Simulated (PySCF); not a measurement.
Stepwise substitution at one centre (Sn Br-OCH3). Gas-phase values, no solvent. One relaxed conformer stands for each flexible species; it need not be the lowest. Strings in code marks are SMILES.

Method: PBE-D3(BJ)/def2-TZVP // CAM-B3LYP-D3(BJ)/def2-SVP run with PySCF 2.14.0. Excitations are Tamm–Dancoff values on a coarser integration grid. The basis has no diffuse functions, so Rydberg states are missing or too high.

| species | S1 oscillator strength | LUMO (eV) | HOMO–LUMO gap (eV) | T1 excitation (TDA) (eV) | S1 excitation (TDA) (eV) |
|---|---|---|---|---|---|
| 1 of 4 Br replaced by OCH3 | 0.005 | -3.97 | … | 2.87 | … |
| 2 of 4 Br replaced by OCH3 | 0.005 | -3.52 | 3.24 | 3.10 | 3.36 |
| 3 of 4 Br replaced by OCH3 (`C[O][Sn]([Br])([O]C)[O]C`) | 0.004 | … | 3.48 | 3.32 | … |
| 4 of 4 Br replaced by OCH3 (`C[O][Sn]([O]C)([O]C)[O]C`) | 0.000 | -2.57 | 3.77 | – | 3.87 |

Q: What belongs in the gaps?

A: 
- 1 of 4 Br replaced by OCH3, HOMO–LUMO gap (eV): 2.99
- 1 of 4 Br replaced by OCH3, S1 excitation (TDA) (eV): 3.11
- 3 of 4 Br replaced by OCH3 (`C[O][Sn]([Br])([O]C)[O]C`), LUMO (eV): -3.05
- 3 of 4 Br replaced by OCH3 (`C[O][Sn]([Br])([O]C)[O]C`), S1 excitation (TDA) (eV): 3.62
